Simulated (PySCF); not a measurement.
C2H8O3Si. Atoms are numbered in the order given.

```xyz
14

C      2.6216    -0.1824    -0.9838
O      1.3208    -0.3756    -0.4927
C      0.7395     0.7834     0.0886
Si    -0.9965     0.2449     0.6199
O     -2.0049     0.6565    -0.6408
O     -0.8966    -1.3914     0.8886
H      2.6469     0.5858    -1.7819
H      2.9716    -1.1379    -1.4017
H      3.3191     0.1333    -0.1819
H      0.7001     1.6194    -0.6385
H      1.3399     1.1351     0.9544
H     -1.4698     0.8770     1.8780
H     -2.9298     0.3929    -0.5660
H     -0.1472    -1.7561     0.3904
```
Charge 0, spin multiplicity 1.

The structure is a stationary point at B3LYP-D3(BJ)/def2-SVP. The values are those of a single conformer.

Vertical ionisation energy (IE) and electron affinity (EA) in eV. Rows of orbital energies are one-electron estimates. Where ΔSCF, EOM or ADC give a negative EA the extra electron is unbound and the value depends on the basis.

```
level                                              IE     EA
-----------------------------------------------  ----  -----
−ε(HOMO), −ε(LUMO), CAM-B3LYP/def2-TZVP (PySCF)  9.27  -1.52
−ε(HOMO), −ε(LUMO), PBE/def2-TZVP (PySCF)        6.20   0.29
```
